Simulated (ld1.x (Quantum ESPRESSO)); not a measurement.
**Which change was made? (Li, TM)**

Li (Z = 3), norm-conserving Troullier–Martins (Kleinman–Bylander form), made with ld1.x (Quantum ESPRESSO) 7.5 (PBEsol, non-relativistic). Core none, reference 1s2 2s0.5 2p0 (charge +0.5). Waves: 1s (bound): rc 0.70 bohr; 2p (bound, empty): rc 4.20 bohr. Local part: the p channel. Core correction: none.

Occupied shells without a wave of their own: 2s. They enter only through the test configuration that unscreens the potential.

Cutoffs, loose and tight: the cutoffs (Ry, on a coarse ladder) from which the occupation-weighted sum of valence levels, in a spherical-Bessel basis at the reference potential, stays within 10 and 1 mRy of its value at 400 Ry. They do not see the model core or the augmentation charge, which bear on the density cutoff. Test errors are all-electron minus pseudo excitation energies from the reference, over the configurations 1s2 2s1 2p0; 1s2 2s0 2p0; 1s2 2s0 2p1; 1s1 2s1 2p0; variants that change the core or the reference have their own tests.

The base gives: outcome: generated, misses its reference levels by 0.28 eV; cutoff, loose: 160 Ry; cutoff, tight: over 300 Ry; bound ghosts: none; largest test error (meV): -162.

After one change the result is: outcome: generated, misses its reference levels by 0.27 eV; cutoff, loose: 160 Ry; cutoff, tight: over 300 Ry; bound ghosts: none; largest test error (meV): -160. Which change was it?
A. type PAW; waves now 1s (bound): rc 0.70 bohr; 2s (bound): rc 0.70 bohr; 2p (bound): rcut 3.65, rcutus 4.20 bohr; 2p channel at 0.1 Ry: rcut 3.65, rcutus 4.20 bohr; local potential all-electron potential smoothed inside 2.15 bohr (lloc = -1); augmentation PSQ, inside the norm-conserving radii
B. reference 1s2 2s1 2p0
C. wave 2p (bound): rc 4.20 bohr becomes 2p (bound): rc 4.08 bohr
D. local potential all-electron potential smoothed inside 2.15 bohr (lloc = -1)

C. The others give: local potential all-electron potential smoothed inside 2.15 bohr (lloc = -1) → outcome: generated, misses its reference levels by 0.74 eV; cutoff, loose: 160 Ry; cutoff, tight: over 300 Ry; bound ghosts: none; largest test error (meV): -1582 | reference 1s2 2s1 2p0 → outcome: generated, misses its reference levels by 0.20 eV; cutoff, loose: 160 Ry; cutoff, tight: over 300 Ry; bound ghosts: none; largest test error (meV): -294 | type PAW; waves now 1s (bound): rc 0.70 bohr; 2s (bound): rc 0.70 bohr; 2p (bound): rcut 3.65, rcutus 4.20 bohr; 2p channel at 0.1 Ry: rcut 3.65, rcutus 4.20 bohr; local potential all-electron potential smoothed inside 2.15 bohr (lloc = -1); augmentation PSQ, inside the norm-conserving radii → outcome: failed: invmat: error in DGETRF.
